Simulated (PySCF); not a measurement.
F$_{3}$La (SMILES [F][La]([F])[F]), singlet, geometry from GFN2-xTB (such geometries of metal compounds can be far from the true shape) (core potentials on La). Base run: B3LYP/def2-SV(P) (PySCF).

Here is a job for PySCF.
```python
from pyscf import gto, scf, dft

mol = gto.Mole()
mol.atom = '''
    La    0.03101627   -0.05651823   -0.13480663
    F    -1.70864996   -0.89419144    0.33144867
    F    -0.05107305    1.90142145   -0.45924858
    F     1.56328666   -0.64928125    0.98157523
'''
mol.basis = 'def2-sv(p)'
mol.ecp = {'La': 'def2-sv(p)'}
mol.verbose = 3
mol.build()

mf = dft.RKS(mol)
mf.xc = 'b3lyp'
mf.kernel()
mf.analyze()
```

Each row names what was changed in the base input (with any setting that the change needs).

```
change                      E (Eh)  HOMO (eV)  HOMO-LUMO gap (eV)  dipole (D)  core-seconds (rough)
----------------------  ----------  ---------  ------------------  ----------  --------------------
base                    -331.06454      -9.17                7.12        3.59                     4
functional = wb97m_v    -330.89280     -11.89               11.07        3.72                   100
functional = camb3lyp   -330.95117     -10.90                9.75        3.68                     9
functional = x3lyp      -330.95106      -9.26                7.19        3.60                     5
functional = mn15       -330.74815     -10.24                9.51        3.66                     6
functional = pw91,pw91  -331.01804      -7.72                5.16        3.37                     4
functional = r2scan     -330.94648      -8.04                6.21        3.53                     7
functional = pw6b95     -331.34947      -9.68                7.78        3.65                     6
functional = b3lyp5     -330.92287      -9.07                7.10        3.58                     4
functional = wb97x      -330.98513     -11.85               11.92        3.75                     8
functional = bp86       -331.11852      -7.70                5.53        3.37                     4
functional = tpssh      -331.04411      -8.45                6.52        3.54                     8
functional = bhandhlyp  -330.85720     -11.32                9.95        3.84                     4
```

Absolute energies of different levels of theory aren't comparable as measures of quality.
